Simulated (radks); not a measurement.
The numbers below are computed, except where a source is named.
Neutral indium, configuration [Kr] 4d9 5s2 5p1 6p1 (not the ground configuration).

Code: a radial shooting solver on a logarithmic mesh with Libxc functionals. Model: non-relativistic Kohn-Sham, BP86, spin-unpolarised, spherical densities, point nucleus; relativity is left out, which matters for an element this heavy.

Energy parts (Ry):
| part | energy |
|---|---|
| total | -11484.47579 |
| kinetic | 11479.78679 |
| electron-nucleus | -27281.38182 |
| Hartree | 4629.49069 |
| exchange-correlation | -312.37145 |

Orbitals (lengths in bohr, moments of r in powers of bohr):
| orbital | occ. | eigenvalue (Ry) | <1/r> | <r> | <r^4> |
|---|---|---|---|---|---|
| 1s | 2 | -1970.816 | 48.48 | 0.03105 | 4.208e-06 |
| 2s | 2 | -289.3848 | 11.06 | 0.1343 | 0.0007629 |
| 2p | 6 | -270.3192 | 11.07 | 0.1146 | 0.0005010 |
| 3s | 2 | -55.43615 | 3.972 | 0.3616 | 0.03392 |
| 3p | 6 | -47.63285 | 3.892 | 0.3529 | 0.03323 |
| 3d | 10 | -33.17675 | 3.748 | 0.3243 | 0.02875 |
| 4s | 2 | -8.98203 | 1.571 | 0.8740 | 1.113 |
| 4p | 6 | -6.42074 | 1.461 | 0.9276 | 1.500 |
| 4d | 9 | -2.21650 | 1.179 | 1.130 | 4.210 |
| 5s | 2 | -0.99977 | 0.5236 | 2.448 | 71.14 |
| 5p | 1 | -0.52814 | 0.4238 | 3.000 | 176.1 |
| 6p | 1 | -0.08859 | 0.1285 | 9.465 | 14060 |

The highest occupied level is 6p at -1.205 eV. Virial ratio -V/T = 2.00041. The density falls to 0.001 e/bohr^3 at r = 4.34 bohr. The electron density at the nucleus is 8.275e+04 e/bohr^3. Summed over all electrons, <r^2> = 147.1 bohr^2, which gives a Langevin (diamagnetic) susceptibility term of -116 x 10^-6 cm^3/mol.
